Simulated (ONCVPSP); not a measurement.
Pt (Z = 78): ONCV pseudisation with LDA (Perdew-Zunger), fully relativistic reference atom.

ONCVPSP 4.0.1 input, shortened (lines: element, Z, core and valence counts, functional; n l f; lmax; l rc ep ncon nbas qcut; lloc lpopt rc5 dvloc0; l nproj debl; icmod fcfact rcfact), LDA (Perdew-Zunger), fully relativistic:

```
  Pt 78.00    9    5        3      upf
    1    0    2.00
    2    0    2.00
    2    1    6.00
    3    0    2.00
    3    1    6.00
    3    2   10.00
    4    0    2.00
    4    1    6.00
    4    2   10.00
    4    3   13.00
    5    0    2.00
    5    1    6.00
    5    2   10.00
    6    0    1.00
    3
    0    1.55    0.00    4    7    7.00
    1    1.85    0.00    3    6    7.80
    2    2.30    0.00    4    9    6.90
    3    0.80    0.00    3    8   19.20
    4    5    0.55    0.00
    0    2    0.40
    1    2    1.20
    2    2    2.20
    3    2    3.10
    3    5.00    1.70
```

Open shells are filled in proportion to 2j + 1.

In the p channel the program set the typed energies aside and used -2.008, 0.250 Ha (j = l + 1/2; the other j can differ).

All-electron outer shells of the reference configuration (LDA (Perdew-Zunger), scalar-relativistic, ld1.x):

```
shell  level (eV)  outermost node (bohr)  outermost maximum (bohr)
   4d     -318.16                   0.20                      0.42
   5s     -106.01                   0.49                      0.85
   4f      -81.32                      –                      0.38
   5p      -58.93                   0.52                      0.97
   5d       -7.22                   0.57                      1.23
   6s       -5.94                   1.13                      2.35
```

Calculated quality:

| Quantity | Value |
| --- | --- |
| Cutoffs needed | 174 Ha and 365 Ha (the cutoffs (Ha) at which the residual kinetic energy of the hardest occupied pseudo-wave falls to 1 and 0.1 mHa per electron) |
| Ghost test | ghosts flagged at negative energy: s at -964.3 eV, p3/2 at -401.6 eV, d5/2 at -186.7 eV, p1/2 at -311.0 eV, d3/2 at -107.1 eV; GHOST(+) flagged for s at 192.2 eV; a true bound ghost makes a file unfit for plane-wave use |
| Largest excitation error | -318 meV (all-electron minus pseudo) for 4f14 5s2 5p6 5d9 6s1, out of 4 test configurations |
| rms error of d²Exc/dni dnj | 8.11 mHa without and 2.03 mHa with the model core |

Generation and tests took about 12 s on one core of a shared server CPU.
